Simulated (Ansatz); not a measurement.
**Molecular dynamics of ClHOZn**

Input file:

```yaml
crystal:
  periodic: [false, false, false]
  atoms:
    - { symbol: Zn, position_ang: [0.017799, -0.064109, 0.04622] }
    - { symbol: Cl, position_ang: [-0.010291, 0.037067, 2.142396] }
    - { symbol: O, position_ang: [0.008154, -0.029371, -1.720075] }
    - { symbol: H, position_ang: [0.239038, -0.860987, -2.145641] }
basis:
  gaussian: { orbitals: def2-SVP }
hamiltonian:
  xc: pbe0
  dispersion: d4
md:
  timestep: 1.0
  n_steps: 166
  ensemble: nve
  temperature: 300.0
  initial_velocities: maxwell_boltzmann
  seed: 919703
```

Launched with:

```bash
$ ansatz run input.yaml --threads 1 --pin off --max-ram 2048MiB --backend cpu --events-out ev --progress --plain --runs-dir out
```

It starts from a relaxed structure.

Output, in part (step lines, the closing report, with atoms numbered from 0):

```
md step     0: t =     0.00 fs  T =   300.0 K  F+E_penalty+E_count = -62981.95655984 eV  E_kin = 0.077556 eV  conserved = -62981.87900384 eV  (28 SCF iters)
[... lines left out ...]
Total energy: -62981.92237420 eV, -2314.5429565717 hartree
Atom 0 at    -0.023418    -0.090575     0.035439 Å, force     0.073482     0.179974     1.226137 eV/Å
Atom 1 at     0.026069     0.059732     2.148917 Å, force    -0.079646    -0.078835    -0.300813 eV/Å
Atom 2 at     0.084655     0.023934    -1.694334 Å, force    -0.025339    -0.035444    -0.697193 eV/Å
Atom 3 at     0.419479    -0.787526    -2.084243 Å, force     0.031502    -0.065695    -0.228132 eV/Å
Dipole moment:     0.037823    -0.353015    -0.268228 e Å
```

The steps, from the saved trajectory:

| time (fs) | T (K) | potential energy less start (eV) | conserved less start (meV/atom) |
| --- | --- | --- | --- |
| 0.0 | 300 | 0.000 | 0.00 |
| 5.0 | 230 | 0.018 | 0.02 |
| 10.0 | 119 | 0.047 | 0.07 |
| 15.0 | 94 | 0.054 | 0.08 |
| 20.0 | 163 | 0.036 | 0.04 |
| 25.0 | 225 | 0.019 | 0.00 |
| 30.0 | 164 | 0.035 | 0.03 |
| 35.0 | 82 | 0.057 | 0.08 |
| 40.0 | 141 | 0.041 | 0.06 |
| 45.0 | 215 | 0.022 | 0.02 |
| 50.0 | 168 | 0.034 | 0.02 |
| 55.0 | 67 | 0.060 | 0.04 |
| 60.0 | 25 | 0.071 | 0.07 |
| 65.0 | 74 | 0.059 | 0.07 |
| 70.0 | 155 | 0.038 | 0.03 |
| 75.0 | 164 | 0.035 | 0.01 |
| 80.0 | 104 | 0.051 | 0.05 |
| 85.0 | 114 | 0.048 | 0.06 |
| 90.0 | 172 | 0.033 | 0.05 |
| 95.0 | 159 | 0.037 | 0.04 |
| 100.0 | 117 | 0.048 | 0.04 |
| 105.0 | 111 | 0.049 | 0.04 |
| 110.0 | 144 | 0.041 | 0.06 |
| 115.0 | 194 | 0.028 | 0.06 |
| 120.0 | 222 | 0.020 | 0.03 |
| 125.0 | 216 | 0.022 | 0.03 |
| 130.0 | 204 | 0.025 | 0.04 |
| 135.0 | 186 | 0.030 | 0.05 |
| 140.0 | 157 | 0.037 | 0.07 |
| 145.0 | 158 | 0.037 | 0.05 |
| 150.0 | 190 | 0.029 | 0.02 |
| 155.0 | 181 | 0.031 | 0.03 |
| 160.0 | 148 | 0.040 | 0.07 |
| 165.0 | 160 | 0.036 | 0.06 |

All steps were run. The conserved energy stayed within 0.085 meV per atom of its start (net change 0.031 meV per atom), so the integration is sound. Over the second half the temperature averaged 0.56 of the 300 K drawn at the start: a run that starts near a minimum puts about half its kinetic energy into the potential. A run of 0.17 ps of so small a system gives no equilibrium averages.

The same pairs are bonded in the first frame and the last. Pairs count as bonded within 1.25 times the sum of covalent radii (0.12 Å more for H–H).

Last frame:

```xyz
4
Properties=species:S:1:pos:R:3
Zn -0.023 -0.091 0.035
Cl 0.026 0.060 2.149
O 0.085 0.024 -1.694
H 0.419 -0.787 -2.084
```

Time of the run: 5.3 min on 1 thread of Arm Neoverse V2, on a shared host, peak memory 0.13 GiB.
